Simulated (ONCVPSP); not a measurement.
**O (Z = 8): one change to an ONCV potential, before and after**

ONCVPSP 4.0.1 input, shortened (lines: element, Z, core and valence counts, functional; n l f; lmax; l rc ep ncon nbas qcut; lloc lpopt rc5 dvloc0; l nproj debl; icmod fcfact rcfact), PBE, scalar-relativistic:

```
  O 8.00    1    2        4      upf
    1    0    2.00
    2    0    1.50
    2    1    4.50
    2
    0    0.85    0.00    4    8    6.50
    1    1.05    0.00    3    7    6.50
    2    0.85    0.25    4    8    9.60
    2    5    0.85    0.00
    0    1    2.50
    1    2    3.80
    2    0    1.40
    0    0.00    0.00
```

All-electron outer shells of the reference configuration (PBE, scalar-relativistic, ld1.x):

```csv
shell,level (eV),outermost node (bohr),outermost maximum (bohr)
1s,-515.06,–,0.13
2s,-24.20,0.28,0.87
2p,-9.25,–,0.82
```

Change: p: nbas 8.

Cutoffs: the cutoffs (Ha) at which the residual kinetic energy of the hardest occupied pseudo-wave falls to 1 and 0.1 mHa per electron; they do not see the model core or the augmentation charge, which bear on the density cutoff. Errors are all-electron minus pseudo energies relative to the spin-unpolarised reference configuration.

Task: What does the change do?

Result: Of the 4 tests that both files solve, the error grows in 0 and shrinks in 2 by more than 15 % and 0.3 meV (median size 23.4 → 20.1 meV); neither file shows a bound ghost.

| quantity | base | changed |
| --- | --- | --- |
| cutoffs, loose and tight | not determined | 191 Ha, 335 Ha |
| bound ghosts | none | none |
| GHOST(+) flags under 300 eV | none | none |
| error for 2s2 2p4, meV [ΔE -7.47 eV] | +1.9 | +0.4 |
| error for 2s2 2p3, meV [ΔE 8.96 eV] | +37 | +33 |
| error for 2s2 2p2, meV [ΔE 42.55 eV] | +224 | +222 |
| error for 2s2 2p3.5, meV [ΔE -1.18 eV] | +10 | +7.3 |
| s: phases at 0.86 bohr within 0.05 rad from the reference energy up to (Ha; the scan ends near 5) | to the end of the scan | to the end of the scan |
| p: phases at 1.06 bohr within 0.05 rad from the reference energy up to (Ha; the scan ends near 5) | to the end of the scan | to the end of the scan |
| d: phases at 0.86 bohr within 0.05 rad from the reference energy up to (Ha; the scan ends near 5) | to the end of the scan | to the end of the scan |
